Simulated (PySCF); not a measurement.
Isomers of C5H4O. Isolated molecules, 0 K electronic values unless said otherwise. One relaxed conformer stands for each flexible species; it need not be the lowest. Strings in code marks are SMILES.

Excitations are Tamm–Dancoff values on a coarser integration grid. The basis has no diffuse functions, so Rydberg states are missing or too high.

A: `C#C/C=C1/CO1`
B: `CC1=CC1=C=O`
C: `C1c2c1coc2`
D: `O=C=C1C=CC1`
E: `[C@H]1(O)C=C1C#C`
F: `C#CC(=C)C=O`

Question: Put the candidates in order of S1 excitation (TDA), lowest first, for ωB97X-D3(BJ)/def2-TZVP // PBE0-D3(BJ)/def2-TZVP run with PySCF 2.14.0.

Answer: B (2.53 eV), D (3.09 eV), F (3.86 eV), E (4.68 eV), A (5.99 eV), C (6.48 eV)
